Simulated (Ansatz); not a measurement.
Mulliken charges of `[TeH][SiH]1BC1` from PBE/def2-TZVPP in Ansatz (PBE0-D4/def2-TZVP geometry).

```csv
atom,x (Å),y (Å),z (Å),charge (e)
Te1,-2.256,1.189,-0.705,-0.004
Si2,-0.362,0.362,0.657,0.025
B3,0.304,-1.425,0.709,-0.005
C4,0.846,-0.789,-0.521,-0.244
H5,-1.521,2.643,-1.023,-0.009
H6,0.167,1.448,1.524,-0.045
H7,0.784,-2.161,1.507,0.027
H8,1.896,-0.851,-0.805,0.098
H9,0.230,-0.462,-1.361,0.155
```

Problem. By hand: the dipole of these point charges (1 e Å = 4.8032 D).

Solution. Σ q r = (0.041, -0.098, -0.166) e Å, of length 0.197 e Å = 0.95 D.

Problem. How does the dipole of the full density compare? (Estimate.)

Solution. Ansatz gave: (0.054, 0.161, -0.133) e Å, 1.04 D; the point charges give 0.91 times that, at 78° from its direction.

Point charges leave out the atoms' own dipoles, such as those of lone pairs, and Mulliken's split depends on the basis, so the two needn't agree.
